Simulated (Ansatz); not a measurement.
Program: Ansatz 0.2.0.

Basis-set series for BrH3OSiSn (`[SiH3][O][Sn][Br]`). The species carries charge 0 and has multiplicity 1. Sn: def2 effective core potential. The structure was optimised at the PBE0-D4/def2-TZVP level. It is one conformer, not always the lowest.

```tsv
functional	basis	functions	energy (Eh)	HOMO (eV)	LUMO (eV)
PBE0-D4	def2-SVP	105	-3154.13435	-7.80	-2.77
PBE0-D4	def2-TZVPP	213	-3154.65892	-7.91	-2.84
ωB97M-V	def2-SVP	105	-3154.38795	-9.81	-0.98
ωB97M-V	def2-TZVPP	213	-3154.91457	-9.96	-1.12
```

(1) Give the rows for def2-QZVPP. (An estimate is asked.)

## Answers

(1) The calculation gave: 
```json
{"functional": "PBE0-D4", "basis": "def2-QZVPP", "functions": "388", "energy (Eh)": "-3154.72835", "HOMO (eV)": "-7.92", "LUMO (eV)": "-2.85"}
{"functional": "ωB97M-V", "basis": "def2-QZVPP", "functions": "388", "energy (Eh)": "-3154.98088", "HOMO (eV)": "-9.97", "LUMO (eV)": "-1.15"}
```

Scalar relativity is left out up to krypton.
